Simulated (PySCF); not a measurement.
Si(Me)2(OH)(PH2) (C2H9OPSi), SMILES C[Si](C)(O)P. The structure is a stationary point at B3LYP-D3(BJ)/def2-SVP. One conformer was computed; it need not be the lowest.

Computed with B3LYP-D3(BJ)/def2-SVP run with PySCF.

Harmonic wavenumbers (cm⁻¹): 99, 130, 153, 162, 165, 175, 216, 240, 268, 432, 627, 641, 682, 689, 747, 777, 794, 800, 866, 918, 1093, 1268, 1273, 1428, 1428, 1435, 1441, 2362, 2377, 3019, 3023, 3104, 3108, 3124, 3125, 3866. Rotational constants (GHz): 3.252, 2.044, 1.989; symmetry number 1.

### Question
Work out the zero-point energy and the ideal-gas rigid-rotor harmonic-oscillator thermochemistry at 298.15 K and 1 atm.

### Answer
ZPE = ½ Σ hcν = ½ × 46054 cm⁻¹ = 275.47 kJ/mol. H − E(el) = 303.03 kJ/mol. Entropy in J/(mol K): translation 167.16, rotation 115.43, vibration 106.77, total 389.36. G − E(el) = 186.94 kJ/mol. Cp = 144.33 J/(mol K). Modes under 150 cm⁻¹ make the vibrational entropy uncertain.
